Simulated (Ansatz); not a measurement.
A nudged elastic band was laid between two geometries of CH₈AlClSi₂ (13 atoms, charge 0, multiplicity 1).

Level of theory: RKS revPBE-D4/6-31G (Ansatz 0.2.0).

- movable images: 7
- climbing image: yes
- spring: 5.0 eV/Å²
- optimiser: quadratic models (default)
- start path: IDPP
- force threshold: 0.05 eV/Å
- iteration limit: 35
- end points: relaxed

Initial state:

```xyz
13
Properties=species:S:1:pos:R:3
Al -2.054 0.803 0.846
Si -0.317 -0.603 -0.248
Si 1.618 -1.380 0.892
C 0.273 0.866 -1.419
Cl -1.191 2.181 -1.393
H -1.555 1.804 2.019
H -3.627 0.557 0.555
H -0.805 -1.699 -1.184
H 1.262 -2.517 1.829
H 2.215 -0.254 1.713
H 2.683 -1.875 -0.069
H 1.126 1.446 -1.040
H 0.393 0.635 -2.486
```

Final state:

```xyz
13
Properties=species:S:1:pos:R:3
Al -2.119 0.743 0.659
Si -0.304 -0.592 -0.400
Si 1.436 -1.452 0.969
C 0.441 0.957 -1.372
Cl -0.499 2.533 -0.671
H -3.520 0.924 -0.133
H -1.956 1.200 2.204
H -0.648 -1.618 -1.471
H 0.930 -2.596 1.826
H 1.940 -0.355 1.887
H 2.613 -1.956 0.153
H 1.497 1.198 -1.190
H 0.209 0.979 -2.446
```

Task: What changes between the two ends?

Result: No bond is made or broken. The dihedral H6–Al1–Si2–Si3 goes from 31 to -160°.

Task: What energy profile does the band end with?

Result: The run converged. The highest image is number 4 of 0 to 8, 0.209 eV above the first end and 0.203 eV above the last; the last end lies 0.006 eV above the first. A vibrational analysis at the climbing image gives one clearly imaginary mode, 101i cm⁻¹: a first-order saddle point. Limits of this set-up: no polarisation functions.

```tsv
image	path coordinate (Å)	energy (eV)	dihedral H6–Al1–Si2–Si3 (°)
0	0.00	0.000	31
1	1.22	0.070	65
2	2.44	0.140	96
3	3.67	0.183	135
4	4.89	0.209	171
5	5.78	0.185	-166
6	6.66	0.097	-152
7	7.55	0.002	-146
8	8.44	0.006	-160
```

Task: What is the geometry of the highest image?

Result: 
```xyz
13
Properties=species:S:1:pos:R:3
Al -2.065 0.835 1.089
Si -0.364 -0.182 -0.407
Si 1.058 -1.769 0.659
C 0.824 1.144 -1.206
Cl -0.164 2.582 -1.973
H -2.992 2.076 0.623
H -2.265 0.204 2.573
H -1.048 -0.890 -1.570
H 0.242 -2.907 1.238
H 1.817 -1.107 1.794
H 2.074 -2.350 -0.306
H 1.492 1.608 -0.468
H 1.415 0.723 -2.032
```

Task: What are the harmonic wavenumbers there?

Result: 101i, 53, 78, 83, 89, 130, 210, 331, 381, 429, 472, 483, 515, 590, 628, 661, 687, 713, 809, 820, 891, 897, 1097, 1189, 1439, 1805, 1841, 2073, 2096, 2122, 2129, 3051, 3133 cm⁻¹.

Run time: 16 min on 1 thread of Arm Neoverse V1, on a shared host, peak memory 0.28 GiB.
